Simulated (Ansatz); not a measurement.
```yaml
crystal:
  periodic: [false, false, false]
  atoms:
    - {symbol: Ge, position_ang: [0.000127, 0.000944, -0.115472]}
    - {symbol: C, position_ang: [-0.003003, -0.014851, 1.883781]}
    - {symbol: F, position_ang: [-1.250799, -0.007202, 2.386151]}
    - {symbol: F, position_ang: [0.629834, 1.055293, 2.397380]}
    - {symbol: F, position_ang: [0.609711, -1.104590, 2.380298]}
    - {symbol: C, position_ang: [1.868804, -0.000758, -0.660086]}
    - {symbol: H, position_ang: [1.950582, 0.008807, -1.757106]}
    - {symbol: H, position_ang: [2.378685, -0.898306, -0.280839]}
    - {symbol: H, position_ang: [2.384875, 0.886232, -0.264731]}
    - {symbol: C, position_ang: [-0.927734, 1.625678, -0.652003]}
    - {symbol: H, position_ang: [-0.967213, 1.702652, -1.748702]}
    - {symbol: H, position_ang: [-0.408737, 2.512152, -0.259322]}
    - {symbol: H, position_ang: [-1.957396, 1.625296, -0.265756]}
    - {symbol: C, position_ang: [-0.937937, -1.609206, -0.677645]}
    - {symbol: H, position_ang: [-1.968882, -1.606816, -0.294837]}
    - {symbol: H, position_ang: [-0.426617, -2.504770, -0.295672]}
    - {symbol: H, position_ang: [-0.974292, -1.670565, -1.775438]}
basis:
  gaussian: {orbitals: def2-TZVPD}
total_charge: -1
magnetization: {spin_polarized: true, initial_magnetization: 1}
hamiltonian: {xc: pbe0, dispersion: d4}
scf: {omitted_lower_state_checks: [starts]}
output: {orbitals: {seedname: orbitals}}
```

```sh
$ ansatz run in.yaml --threads 4 --pin off --events-out ev --progress --plain --max-ram 4787MiB
```

**Question.** Does this run fit into the memory that it is given?

**Answer.** No. It has 403 basis functions, and Ansatz plans for 6 GiB where 5 GiB are given.
